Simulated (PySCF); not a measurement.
Computed data sheet: 1,6-naphthyridine (`c1cnc2ccncc2c1`)

1,6-naphthyridine, C8H6N2.
Numbering: `[cH:1]1[cH:2][n:3][c:4]2[cH:5][cH:6][n:7][cH:8][c:9]2[cH:10]1` (hydrogens: H11 on C1; H12 on C2; H13 on C5; H14 on C6; H15 on C8; H16 on C10)

Geometry (GFN2-xTB, Å), atoms numbered from 1 in this order:
```
atom  x, y, z in Å
C1    -2.354   -0.015    0.035
C2    -1.906   -1.284   -0.384
N3    -0.654   -1.616   -0.511
C4     0.283   -0.688   -0.226
C5     1.652   -1.004   -0.352
C6     2.577   -0.037   -0.058
N7     2.261    1.203    0.346
C8     1.003    1.517    0.471
C9    -0.058    0.625    0.203
C10   -1.425    0.945    0.330
H11   -3.412    0.180    0.116
H12   -2.624   -2.058   -0.624
H13    1.936   -1.992   -0.674
H14    3.638   -0.230   -0.139
H15    0.788    2.527    0.799
H16   -1.713    1.935    0.656
```

Some functional groups and rings: pyridine-type ring nitrogen.

**GFN2-xTB geometry**

* Point group of the GFN2-xTB geometry: Cs
* Rotational constants A, B, C of the GFN2-xTB geometry: 3.278, 1.291, 0.926 GHz

**PBE0/def2-SVPD ground state and vertical TDDFT (core frozen in the response) (PySCF)**

- Dipole moment: 2.49 D
- HOMO energy: -7.29 eV
- LUMO energy: -2.02 eV
- HOMO–LUMO gap: 5.27 eV
- Lowest singlet excitation: 4.08 eV (304 nm, f = 0.000)
- Strongest line among the 8 lowest singlet transitions: S7 at 6.12 eV (203 nm, f = 0.708)
- Lowest triplet excitation (Tamm–Dancoff): 3.18 eV
- Static isotropic polarisability: 103.3 au
- Electronic spatial extent ⟨r²⟩ about the centre of nuclear charge: 1207 bohr²

Monoisotopic mass (most abundant isotopes): 130.0531 u.

No computed singlet falls in the visible range (750 to 380 nm, 1.65 to 3.26 eV); S1 lies 0.82 eV above its blue end. The 8 singlets span 4.08 to 6.14 eV, and their oscillator strengths add up to 0.78. S1 lies 1.19 eV below the HOMO–LUMO gap; its leading configuration is HOMO−1→LUMO, weight 0.89. The vertical singlet–triplet gap S1 − T1 is 0.90 eV (TDDFT singlet less Tamm–Dancoff triplet; S1: HOMO−1→LUMO, weight 0.89; T1: HOMO→LUMO, weight 0.89). The dipole equals about 8.3 × 10⁻³⁰ C·m (1 D = 3.33564 × 10⁻³⁰ C·m).

Geometry: GFN2-xTB; no solvent, vibrations or thermal averaging.
